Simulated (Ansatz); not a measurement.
```xyz
9

C     0.0078   -0.4587   -0.1148
C    -0.0086   -0.4677    1.2096
C     0.0083    0.7645   -0.9720
H    -0.0044   -1.4076   -0.6568
H    -0.0032   -1.3968    1.7823
H    -0.0035    0.4532    1.8007
H    -0.0024    1.6935   -0.3805
H     0.8831    0.8001   -1.6306
H    -0.8816    0.8014   -1.6344
```

Basis set: STO-3G (spherical functions). Left uncorrelated: 3 orbitals. Charge 0, multiplicity 1.

Computed with Ansatz (development build ahead of 0.2.0); each method stands on the lowest determinant of its kind that the runs found. Restricted open shells among the atoms or ions are ROHF, correlated in semicanonical orbitals with singles.

(1) Give the atomization energy at this shape (free ground-state atoms in the same class of orbitals less the molecule, no zero-point energy) of singlet C3H6 by RHF-MP2, RHF.

## Answers

(1)

```
 method  atomization energy
RHF-MP2       3693.1 kJ/mol
    RHF       3317.4 kJ/mol
```

This basis has no polarisation functions and is too small for such energies, which can lie far from measured ones in either direction.
